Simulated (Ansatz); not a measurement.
Cartesian coordinates in Å:
```
N -1.146 -1.071 -0.977
C -0.379 -0.313 -0.371
O 0.210 -0.428 0.912
Al 0.746 1.056 0.214
Cl 1.948 2.668 0.666
H -1.379 -1.912 -0.444
```

Total charge 0; spin multiplicity 1.

Problem. List the PBE/def2-TZVPP orbital energies in eV (the Gaussian-basis code of Ansatz). (An estimate is asked.)

Solution. The calculation gave: Occupied: -2739.84, -1508.25, -510.80, -380.12, -271.22, -250.42, -191.08, -190.97, -190.95, -108.49, -70.56, -70.41, -70.37, -25.77, -22.18, -21.16, -14.00, -12.13, -11.54, -10.34, -10.13, -9.05, -9.02, -7.25, -6.95, -6.04. Lowest empty: -2.66, -2.20, -0.75, -0.39, 1.21, 1.72, 1.96, 3.16.
